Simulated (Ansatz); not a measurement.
Gas-phase electronic energies from Ansatz, PBE0-D4/def2-TZVP geometries. CCSD(T)/CBS is the MP2 limit (def2-TZVPP, def2-QZVPP) plus CCSD(T) − MP2 in def2-TZVPP, frozen cores. Functionals use def2-TZVPP. HSE06 is defined as in plane-wave codes. For Ti outer-core shells are correlated without core-valence functions, which leaves a few kJ/mol of doubt a bond. Scalar relativity is left out up to krypton. Each species was taken in one conformer, which may not be the lowest.

Consider the substitution at a C–O bond: `CC1=CC(C(F)(F)F)=[O+][Ti-]([OH])([OH])([F])[O]1` + `[OH][Ti]([F])([F])[F]` → `CC1=CC(C(F)(F)F)=[O+][Ti-]([F])([F])([F])[O]1` + `[OH][Ti]([OH])([OH])[F]`.

(1) Is it downhill or uphill in electronic energy at CCSD(T)/CBS, and by how much? (Estimate.)

(2) What do these levels give: BLYP-D4, r2SCAN-D4, PBE0-D4, HSE06-D4, B2PLYP, r2SCANh, r2SCAN0, MP2/def2-SVP, CCSD/def2-SVP, MP2/def2-TZVPP, SCS-MP2/def2-QZVPP, MP2/CBS(def2)? (An estimate is asked.)

Largest T1 diagnostic among the species: 0.023, so the coupled-cluster value is less sure than usual.

Answers

(1) Computed: Nearly level: ΔE = +0.3 kJ/mol.

(2) The calculation gave: BLYP-D4 3.6, r2SCAN-D4 2.7, PBE0-D4 1.9, HSE06-D4 1.9, B2PLYP 2.8, r2SCANh 1.3, r2SCAN0 0.1, MP2/def2-SVP 13.1, CCSD/def2-SVP 6.7, MP2/def2-TZVPP 5.4, SCS-MP2/def2-QZVPP 2.3, MP2/CBS(def2) 3.2 kJ/mol.

From BLYP to BHLYP (50 % exact exchange), in def2-TZVPP and without D4, ΔE moves by −4.5 kJ/mol. At CCSD(T), def2-SVP lies +10.3 kJ/mol from the extrapolated value and def2-TZVPP +2.2 kJ/mol. In def2-TZVPP, CCSD(T) changes the Hartree–Fock value by +12.6 kJ/mol (the triples alone add +3.4 kJ/mol) and MP2 by +15.5 kJ/mol.
